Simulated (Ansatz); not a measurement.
In10As11H28⁺, a nanocrystal cut from wurtzite InAs (hydrogen-capped). Charge 1, multiplicity 1. Geometry PBE-D4/def2-SVP.

```xyz
49

As    3.685    2.155   -1.367
In    3.756    4.287    0.459
As    1.914   -1.596   -3.310
In    2.541   -3.999   -2.199
In    1.710    0.361   -1.553
As    1.405   -0.490    0.960
As    1.319    3.592    1.497
In    1.312    1.356    2.955
As    0.109   -4.135   -0.815
In   -0.560   -2.266    0.972
As   -0.808   -3.137    3.480
As   -1.080    0.758    4.000
In   -1.129   -1.400    5.677
In    0.252   -1.261   -5.449
As   -0.506    1.821   -1.833
In   -0.651    3.982   -0.235
As   -2.044   -1.423   -3.883
In   -2.754    0.373   -2.020
As   -2.683   -0.798    0.397
As   -2.859    3.246    1.171
In   -3.231    0.882    2.446
H     4.937    1.286   -1.272
H     3.904    2.616   -2.805
H     4.972    3.781    1.575
H     3.498    5.663   -0.555
H     3.267   -1.190   -3.901
H     3.604   -3.720   -0.859
H     2.407   -5.218   -3.414
H     2.634   -1.369    1.195
H     1.039    4.679    2.538
H     2.641    1.178    4.058
H    -0.073   -5.442   -0.046
H    -1.128   -4.285   -1.698
H     0.393   -4.070    3.624
H    -1.868   -4.233    3.392
H    -1.347    1.939    4.936
H     0.409   -1.523    6.450
H    -2.773   -1.678    6.129
H     0.263   -2.725   -6.365
H     0.267    0.426   -5.841
H    -0.365    2.396   -3.242
H    -0.826    5.507   -1.035
H    -2.193   -2.784   -3.206
H    -3.283   -1.547   -4.767
H    -4.213    1.270   -2.295
H    -3.841   -1.795    0.404
H    -3.122    4.331    2.213
H    -4.093    3.523    0.313
H    -4.810    0.677    3.127
```

In the def2 sets In takes a core potential; there is no spin–orbit coupling. Single mean-field runs in def2-SVP, def2-TZVP are fitted with def2-universal-jkfit.

(1) Estimate the orbital energies around the gap (eV) in Ansatz with PBE-D4/def2-SVP, PBE-D4/def2-TZVP, r2SCAN-D4/def2-TZVP, PBE0-D4/def2-SVP, PBE0-D4/def2-TZVP.

Results:

(1) 
| orbital | PBE-D4/def2-SVP | PBE-D4/def2-TZVP | r2SCAN-D4/def2-TZVP | PBE0-D4/def2-SVP | PBE0-D4/def2-TZVP |
| --- | --- | --- | --- | --- | --- |
| HOMO−9 | -9.08 | -9.12 | -9.37 | -10.09 | -10.11 |
| HOMO−8 | -9.07 | -9.11 | -9.37 | -10.08 | -10.09 |
| HOMO−7 | -8.94 | -8.97 | -9.22 | -9.91 | -9.92 |
| HOMO−6 | -8.80 | -8.84 | -9.09 | -9.80 | -9.81 |
| HOMO−5 | -8.69 | -8.73 | -8.97 | -9.65 | -9.66 |
| HOMO−4 | -8.65 | -8.68 | -8.92 | -9.60 | -9.61 |
| HOMO−3 | -8.60 | -8.63 | -8.87 | -9.55 | -9.56 |
| HOMO−2 | -8.49 | -8.53 | -8.76 | -9.43 | -9.44 |
| HOMO−1 | -8.40 | -8.44 | -8.67 | -9.34 | -9.35 |
| HOMO | -8.20 | -8.24 | -8.46 | -9.12 | -9.14 |
| LUMO | -5.16 | -5.23 | -5.08 | -4.48 | -4.53 |
| LUMO+1 | -5.04 | -5.11 | -4.95 | -4.38 | -4.43 |
| LUMO+2 | -4.84 | -4.91 | -4.73 | -4.12 | -4.18 |
| LUMO+3 | -4.72 | -4.79 | -4.61 | -4.03 | -4.09 |
| LUMO+4 | -4.53 | -4.60 | -4.46 | -3.86 | -3.92 |
| LUMO+5 | -4.47 | -4.54 | -4.35 | -3.79 | -3.85 |
